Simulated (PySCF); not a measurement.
SMILES c1c[nH]c(-c2ccc[nH]2)c1 (C8H8N2), singlet at its GFN2-xTB optimised geometry (Å):

```
18

C     -0.7906    -2.8450     0.0000
C      0.5783    -2.8450     0.0000
N      1.0015    -1.5548     0.0000
C     -0.0739    -0.7144     0.0000
C      0.0740     0.7143     0.0000
C      1.2084     1.5035     0.0001
C      0.7904     2.8450     0.0000
C     -0.5785     2.8449     0.0000
N     -1.0016     1.5547    -0.0001
C     -1.2084    -1.5034     0.0000
H     -1.4268    -3.7079     0.0000
H      1.2724    -3.6619     0.0000
H      1.9596    -1.2505     0.0000
H      2.2257     1.1633     0.0001
H      1.4266     3.7079     0.0001
H     -1.2727     3.6617    -0.0001
H     -1.9597     1.2505    -0.0001
H     -2.2257    -1.1631     0.0000
```

Calculation: PySCF with PBE0/def2-SVP.

Map of the electron localisation function on the plane z = 1.5 Å:

```
|0000000000000000000000000000000|
|0000000000000000000000000000000|
|0000000000000000000000000000000|
|0000000000000000000000000000000|
|0000000000000000000000000000000|
|0000000000011222221100000000000|
|0000000000023566653210000000000|
|0000000000024898886310000000000|
|0000000000013676797410000000000|
|0000000000012221255420000000000|
|0000000000023200036631000000000|
|0000000000147400159841000000000|
|0000000000136311379732100000000|
|0000000000001124666521000000000|
|0000000000000014432100000000000|
|0000000000000012100000000000000|
|0000000000012344100000000000000|
|0000000001256664211000000000000|
|0000000012379731136310000000000|
|0000000001489510047410000000000|
|0000000001366300023200000000000|
|0000000000245521222100000000000|
|0000000000147976763100000000000|
|0000000000136888984200000000000|
|0000000000123566653200000000000|
|0000000000011222221100000000000|
|0000000000000000000000000000000|
|0000000000000000000000000000000|
|0000000000000000000000000000000|
|0000000000000000000000000000000|
|0000000000000000000000000000000|
```
Scale: ten equal steps from 0.000 (start of '0') to 0.496 (end of '9'), in the order '0123456789'; x runs from -6.00 to 6.00, y from -6.00 (bottom) to 6.00 (top).
